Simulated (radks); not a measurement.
Valence configurations of W3+ (all share [Xe]). All-electron calculation, scalar-relativistic Kohn-Sham, SCAN, spin-polarised, spherical densities, finite nucleus; open shells are filled with parallel spins first (spin-orbit coupling, left out, can overturn this in heavy ions); meta-GGA in the generalised Kohn-Sham scheme; Fermi nuclear charge, rms radius 5.3658 fm. Program: a radial shooting solver on a logarithmic mesh with Libxc functionals. Energies are relative to 4f14 5d3; eigenvalues in eV for spin up.

| valence | E (eV) | moment (Bohr magnetons) | e(4f) | e(5d) | e(6p) | e(6s) |
|---|---|---|---|---|---|---|
| 4f14 5d3 | 0.000 | 3 | -62.818 | -32.195 | - | - |
| 4f13 5d3 6p1 | 47.085 | 5 | -78.415 | -38.062 | -23.883 | - |
| 4f12 5d3 6p2 | 105.80 | 7 | -94.777 | -44.060 | -26.344 | - |
| 4f14 5d1 6p2 | 24.774 | 3 | -73.056 | -38.837 | -25.241 | - |
| 4f13 5d2 6p2 | 61.938 | 5 | -83.699 | -41.497 | -25.781 | - |
| 4f14 5d1.5 6p1.5 | 18.124 | 3 | -70.511 | -37.250 | -24.339 | - |
| 4f13 5d4 | 33.432 | 5 | -73.045 | -34.474 | - | - |
| 4f11 5d4 6p2 | 156.71 | 9 | -106.25 | -46.556 | -26.868 | - |
| 4f14 5d2.5 6p0.5 | 5.808 | 3 | -65.407 | -33.937 | -22.091 | - |
| 4f13 5d2 6s1 6p1 | 52.631 | 5 | -82.330 | -40.520 | -25.056 | -34.473 |

NIST lists [Xe] 4f14 5d3 as the ground configuration; this level of theory agrees among the configurations tried. The energies are those of spherical high-spin densities, not of single terms.
